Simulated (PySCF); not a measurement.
The scaffold SiH2Cl-X carries different groups X. All species are isolated molecules in the gas phase. One relaxed conformer stands for each flexible species; it need not be the lowest. Strings in code marks are SMILES.

Computed with B3LYP-D3(BJ)/def2-TZVP // PBE0-D4/def2-TZVP (PySCF). All candidates: neutral, multiplicity 1. B3LYP has the VWN-RPA correlation part, as in Gaussian. Excitations are Tamm–Dancoff values on a coarser integration grid. The basis has no diffuse functions, so Rydberg states are missing or too high.

```yaml
HOMO–LUMO gap: 8.27 eV
LUMO: -0.53 eV
S1 excitation (TDA): 7.26 eV
```

### Question
Identify which member has these values.
(A) `[SiH3][SiH2]Cl`
(B) `N#CC[SiH2]Cl`
(C) `Cl[SiH2]Cl`
(D) `S[SiH2]Cl` (H–S–Si–Cl torsion 70°)

### Answer
B, `N#CC[SiH2]Cl`. The others give `[SiH3][SiH2]Cl`: 7.28 eV, -0.72 eV, 6.26 eV; `S[SiH2]Cl` (H–S–Si–Cl torsion 70°): 7.40 eV, -0.25 eV, 6.08 eV; `Cl[SiH2]Cl`: 8.70 eV, -0.16 eV, 7.46 eV
